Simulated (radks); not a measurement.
Results of a calculation; reference values are marked as such.
Question: Level of theory: Dirac Kohn-Sham, PBE, spin-unpolarised, spherical densities, finite nucleus; open shells fill j = l - 1/2 first; Fermi nuclear charge, rms radius of each element as measured or else 0.836 A^(1/3) + 0.57 fm (a radial shooting solver on a logarithmic mesh with Libxc functionals). Each species is in its NIST ground configuration. Rank In2+, Rh2+, I2+, Te2+, Nb2+, Rb2+, Mo2+, Xe2+, Zr2+, Cd2+, Sb2+, Tc2+, Sn2+, Ru2+, Pd2+, Sr2+, Ag2+ by mean radius of the outermost orbital (bohr), largest first.

Answer: Sb2+ 2.44, In2+ 2.34, Te2+ 2.29, I2+ 2.24, Sn2+ 2.22, Xe2+ 2.12, Zr2+ 2.00, Nb2+ 1.85, Mo2+ 1.72, Rb2+ 1.65, Tc2+ 1.63, Sr2+ 1.56, Ru2+ 1.53, Rh2+ 1.45, Pd2+ 1.38, Ag2+ 1.32, Cd2+ 1.26.
